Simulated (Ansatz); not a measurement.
The same ligand exchange along the group Ti, Zr, Hf.

Program: Ansatz. Geometries: PBE0-D4/def2-TZVP. ΔE: electronic, gas phase. CBS: MP2 limit from def2 TZ/QZ plus the TZ coupled-cluster correction, frozen cores. DFT in def2-TZVPP. Elements past krypton have def2 core potentials. For Br, Hf, I, Ti, Zr outer-core shells are correlated without core-valence functions, which leaves a few kJ/mol of doubt a bond. Scalar relativity is left out up to krypton.

| reaction | ωB97M-V (kJ/mol) | CCSD(T)/CBS(def2) (kJ/mol) |
| --- | --- | --- |
| `[F][Ti]([F])([F])[Br]` + HI → `[F][Ti]([F])([F])[I]` + HBr | 13 | 10 |
| `[F][Zr]([F])([F])[Br]` + HI → `[F][Zr]([F])([F])[I]` + HBr | 14 | 11 |
| `[F][Hf]([F])([F])[Br]` + HI → `[F][Hf]([F])([F])[I]` + HBr | 14 | 12 |

Largest T1 diagnostic: 0.023, for `[F][Ti]([F])([F])[I]`.
